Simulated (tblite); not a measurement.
C3H4O2SSi.
InChI=1S/C3H4O2SSi/c4-3-5-1-2(7)6-3/h1H,7H3

Level: GFN2-xTB in tblite, geometry and Hessian alike; calculated harmonic values, unscaled, isolated species. Against measured fundamentals such values can be off by several per cent, at times by over 20. Modes of hydrogen on silicon can be 10 to 20 % off.

Harmonic wavenumbers (cm⁻¹): 70.9, 99.3, 151.4, 253.6, 367.2, 422.1, 468.9, 536.0, 566.0, 594.5, 604.1, 632.7, 741.4, 748.2, 759.0, 765.8, 780.4, 985.6, 999.7, 1121.8, 1186.1, 1588.5, 1810.2, 2286.5, 2295.1, 2298.3, 3146.2.

A = 4955, B = 1168, C = 955.7 MHz; mass 131.970 u (most abundant isotopes); point group Cs, symmetry number 1.

**Question.** Zero-point energy?

**Answer.** Half the sum of the wavenumbers: 13140 cm⁻¹ = 37.57 kcal/mol.

**Question.** Give the ideal-gas entropy at 298.15 K and 1 bar in the rigid-rotor, harmonic-oscillator model (classical rotation).

**Answer.** Translation 40.57, rotation 28.45, vibration 18.58: S = 87.6 cal/(mol K).

**Question.** And Cp and H(298.15 K) − H(0)?

**Answer.** Cp = 30.05 cal/(mol K), of which vibrations give 22.10 (their classical limit is 27 R = 53.7); H(298.15 K) − H(0) = 5.48 kcal/mol without the zero-point energy, 3.11 from vibrations.

**Question.** Blend soft modes into free rotors: weight 1/[1 + (100 cm⁻¹/ν̃)⁴] for the oscillator and the rest for a rotor with moment μB/(μ + B), μ = h/(8π²ν), B = 10⁻⁴⁴ kg m². What vibrational entropy results?

**Answer.** 17.51 cal/(mol K) in place of 18.58, which changes −T·S at 298.15 K by +0.32 kcal/mol.

**Question.** What must be added to the electronic energy to get the Gibbs energy at 298.15 K and 1 bar?

**Answer.** ZPE + [H(298.15 K) − H(0)] − T·S = 37.57 + 5.48 − 26.12 = 16.93 kcal/mol.

Hindered rotation and anharmonicity are outside this model.
